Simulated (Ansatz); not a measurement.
Consider the hydrogenolysis of a C–Br bond: `N=C[SiH2]CBr` + H₂ → `C[SiH2]C=N` + HBr.

Calculated with Ansatz (gas phase, PBE0-D4/def2-TZVP geometries, no zero-point term in ΔE). CBS: MP2 limit from def2 TZ/QZ plus the TZ coupled-cluster correction, frozen cores. This one scheme is used for every species. For Br outer-core shells are correlated without core-valence functions, which leaves a few kJ/mol of doubt a bond. Scalar relativity is left out up to krypton. Each species was taken in one conformer, which may not be the lowest.

```json
{"level": "CCSD/def2-TZVPP", "ΔE (kJ/mol)": "-87.3"}
{"level": "CCSD(T)/def2-TZVPP", "ΔE (kJ/mol)": "-82.3"}
{"level": "MP2/def2-QZVPP", "ΔE (kJ/mol)": "-75.2"}
{"level": "CCSD/CBS(def2)", "ΔE (kJ/mol)": "-84.9"}
```

Problem. What does CCSD(T)/CBS give? (Best estimate.)

Solution. Ansatz gave: -79.8 kJ/mol. The listed levels differ from it by -7.5, -2.5, 4.6, -5.1 kJ/mol.

Largest T1 diagnostic among the species: 0.012.

In def2-TZVPP, CCSD(T) changes the Hartree–Fock value by +19.4 kJ/mol (the triples alone add +5.0 kJ/mol) and MP2 by +25.3 kJ/mol. From PBE to PBE0 (25 % exact exchange), in def2-TZVPP and without D4, ΔE moves by −4.0 kJ/mol.
